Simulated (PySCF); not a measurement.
**How methods differ on the ionisation energy of C⁺**

C⁺ [He] 2s2 2p1 (2P) → C²⁺ [He] 2s2 (1S), as a difference of total energies. Computed with PySCF 2.14 in cc-pVTZ-DK, with the spin-free X2C one-electron Hamiltonian (Gaussian nucleus). Correlated levels: valence: 1s2 frozen. The calculations carry no spin-orbit coupling.

Task: Order these methods by the ionisation energy they give, lowest first.
A. SCS-MP2 (valence)
B. CCSD (valence)
C. UHF
D. PBE

Result: C (24.142 eV), B (24.188 eV), A (24.313 eV), D (24.826 eV).

Errors of the correlated levels include the incompleteness of this basis and the frozen core.

The coupled-cluster amplitudes are large for C²⁺ (T1 above 0.03 or a double amplitude above 0.15), so a single reference is strained.

For comparison: 24.378 eV (measured; NIST levels, between the centres of gravity of the two terms).
